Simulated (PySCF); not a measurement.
W(O)2(OH)2 (H₂O₄W), SMILES [O]=[W](=[O])([OH])[OH], multiplicity 1.

Coordinates come from a r2SCAN-D4/def2-SVP optimisation. The spin state was assumed, not searched. The isomer is the one that the SMILES or the coordinates give; other isomers of the formula were not compared. The def2 effective core potentials stand for the cores of W; spin–orbit coupling is left out. One conformer was computed; it need not be the lowest.

The numbers are results of r2SCAN-D4/def2-SVP run with PySCF 2.14.0, not measurements.

Frequencies are harmonic and unscaled.

```
mode  ν (cm⁻¹)  IR (km/mol)  Raman (Å⁴/amu)  depolarisation  moving atoms (share of kinetic energy)
----  --------  -----------  --------------  --------------  --------------------------------------
1          156         81.2             3.6            0.75                          H 80 %, O 18 %
2          191        111.1             2.2            0.75                          H 69 %, O 24 %
3          198          1.0             2.0            0.70                                  O 88 %
4          226         18.6             2.0            0.75                  O 58 %, H 32 %, W 10 %
5          249          4.2             5.2            0.74                          O 86 %, H 13 %
6          262         74.8             0.2            0.75                          O 81 %, W 12 %
7          358         37.3             3.4            0.75                          O 83 %, H 12 %
8          539        145.9             1.9            0.75                          H 70 %, O 29 %
9          543        180.6             0.8            0.75                          H 76 %, O 23 %
10         738         52.9            11.5            0.10                          O 83 %, H 11 %
11         747         99.2             2.3            0.75                  O 71 %, H 16 %, W 14 %
12         993        197.2             5.2            0.75                          O 89 %, W 11 %
13        1025         69.7            27.0            0.02                                  O 94 %
14        3867        494.2            33.0            0.75                                  H 94 %
15        3871         41.0           181.7            0.22                                  H 94 %
```
